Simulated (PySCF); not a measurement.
SnB⁻: from constants to spectrum

ROHF-CCSD(T) constants of SnB⁻, ³Π (triplet), unpaired electrons σ ↑, π ↑ (Sn aug-cc-pVDZ-PP with ECP28, B aug-cc-pVDZ; scalar-relativistic core potentials (PySCF 2.14); masses 119.9022 and 11.0093 u):

```
ωe            : 553.0 cm⁻¹
ωexe          : 3.63 cm⁻¹
Be            : 0.35328 cm⁻¹
αe            : 0.00306 cm⁻¹
De to Sn⁻ + B : 2.32 eV
```

Q: What force constant and bond length do these constants imply?

A: Reduced mass μred = 10.083 u; k = 5.8918×10⁻⁷·μred·ωe² (u, cm⁻¹, mdyn/Å) = 1.82 mdyn/Å; Re = √(16.8576/(μred·Be)) (u, cm⁻¹, Å) = 2.175 Å.

Q: Estimate the centrifugal constant D from the Kratzer relation and find the Dunham coefficient a1.

A: D = 4Be³/ωe² = 5.77e-07 cm⁻¹; a1 = −1 − αeωe/(6Be²) = -3.26.

Correlated steps freeze 5 core orbitals. Correlated levels converge slowly with the basis: in double zeta they bind strong bonds too weakly, by up to about 1 eV, and carry superposition errors of some tenths. These are scalar-relativistic numbers at best; spin–orbit coupling would shift them, the dissociation energy most. For an ion De counts to the pair picked by the measured ionisation energies or electron affinities, which need not be the lowest pair at this level. The state was picked by a PBE0 search and need not be the measured ground state.
